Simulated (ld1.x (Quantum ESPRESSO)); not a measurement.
## Building the TM potential for osmium (PW91, scalar-relativistic).

Os (Z = 76), norm-conserving Troullier–Martins (Kleinman–Bylander form), made with ld1.x (Quantum ESPRESSO) 7.5 (PW91, scalar-relativistic). Core [Kr] 4d10 4f14, reference 5s2 5p6 5d7 6s1 6p0. Waves: 5s (bound): rc 1.25 bohr; 5p (bound): rc 1.35 bohr; 5d (bound): rc 2.40 bohr. Local part: the d channel. Core correction: none.

Occupied shells without a wave of their own: 6s. They enter only through the test configuration that unscreens the potential.

All-electron outer shells of the reference configuration (PW91, scalar-relativistic, ld1.x):

```csv
shell,level (eV),outermost node (bohr),outermost maximum (bohr)
4d,-270.49,0.21,0.44
5s,-89.28,0.51,0.91
4f,-49.63,–,0.40
5p,-48.70,0.55,1.03
6s,-5.49,1.21,2.54
5d,-4.76,0.60,1.38
6p,-1.05,1.45,3.79
```

(1) What does a ghost test show?

## Answers

(1) Ghost state, extra bound levels that the all-electron valence spectrum of the same l lacks: p at -1.66 eV (other channels not judged). A true bound ghost makes a file unfit for plane-wave use.

No test is counted, since the test run did not reproduce the reference configuration.
